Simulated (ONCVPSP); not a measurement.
# Logarithmic derivatives: Hg (Z = 80), ONCV

ONCVPSP 4.0.1 input, shortened (lines: element, Z, core and valence counts, functional; n l f; lmax; l rc ep ncon nbas qcut; lloc lpopt rc5 dvloc0; l nproj debl; icmod fcfact rcfact), PBEsol, scalar-relativistic:

```
  Hg 80.00   10    4  -116133      upf
    1    0    2.00
    2    0    2.00
    2    1    6.00
    3    0    2.00
    3    1    6.00
    3    2   10.00
    4    0    2.00
    4    1    6.00
    4    2   10.00
    4    3   14.00
    5    0    2.00
    5    1    6.00
    5    2   10.00
    6    0    2.00
    2
    0    1.75    0.00    4    9    7.20
    1    1.15    0.00    4    7    5.80
    2    2.05    0.00    4    8    8.90
    4    3    0.75    0.00
    0    2    1.00
    1    2    3.00
    2    2    0.50
    3    3.75    1.65
```

The phase is arctan(r·R′/R) of the radial function R(r), unwrapped; energies in Ha, scanned from -6 to 5 Ha. A pole is an energy at which the radial function vanishes at the test radius. The pseudo phase is shifted by a multiple of π to meet the all-electron one at the reference energy, and phase errors are pseudo minus all-electron; the curves can meet again beyond the range given. Levels narrower than the energy grid can be missing from the lists of poles. Where the grid stepped over a known ghost or core level, its pole and its step of π were put in at the level’s energy.

```json
{"channel": "s", "radius (bohr)": "1.77", "reference energy (Ha)": "-0.25", "poles, all-electron": "-4.23, 4.19", "poles, pseudo": "-4.23, -3.07, 4.16", "unbroken range about the reference energy with phases within 0.05 rad": "above -3.0", "phase error 1 Ha above the reference energy (rad)": "+0.000"}
{"channel": "p", "radius (bohr)": "1.17", "reference energy (Ha)": "-2.45", "poles, all-electron": "1.41", "poles, pseudo": "1.41", "unbroken range about the reference energy with phases within 0.05 rad": "the whole range", "phase error 1 Ha above the reference energy (rad)": "-0.000"}
{"channel": "d", "radius (bohr)": "2.09", "reference energy (Ha)": "-0.36", "poles, all-electron": "0.06", "poles, pseudo": "0.06", "unbroken range about the reference energy with phases within 0.05 rad": "the whole range", "phase error 1 Ha above the reference energy (rad)": "-0.000"}
```

Note: ghosts flagged at negative energy: s at -83.5 eV; GHOST(+) flagged for p at 338.6 eV. A true bound ghost makes a file unfit for plane-wave use.

Phases in the d channel:

```csv
E (Ha),all-electron,pseudo
-5.96,1.408,1.408
-5.68,1.403,1.403
-5.40,1.398,1.398
-5.12,1.392,1.392
-4.84,1.385,1.385
-4.56,1.379,1.379
-4.28,1.371,1.371
-4.00,1.362,1.362
-3.72,1.351,1.351
-3.44,1.340,1.340
-3.16,1.326,1.326
-2.88,1.309,1.309
-2.60,1.289,1.289
-2.32,1.262,1.262
-2.04,1.228,1.228
-1.76,1.178,1.178
-1.48,1.099,1.099
-1.20,0.952,0.952
-0.92,0.586,0.586
-0.64,-0.441,-0.441
-0.36,-1.224,-1.224
-0.08,-1.494,-1.494
0.20,-1.629,-1.629
0.48,-1.726,-1.726
0.76,-1.816,-1.816
1.04,-1.922,-1.922
1.32,-2.073,-2.073
1.60,-2.331,-2.331
1.88,-2.824,-2.825
2.16,-3.519,-3.521
2.44,-4.000,-4.002
2.72,-4.247,-4.249
3.00,-4.384,-4.386
3.28,-4.470,-4.471
3.56,-4.529,-4.531
3.84,-4.573,-4.574
4.12,-4.608,-4.609
4.40,-4.636,-4.637
4.68,-4.660,-4.662
4.96,-4.681,-4.683
```
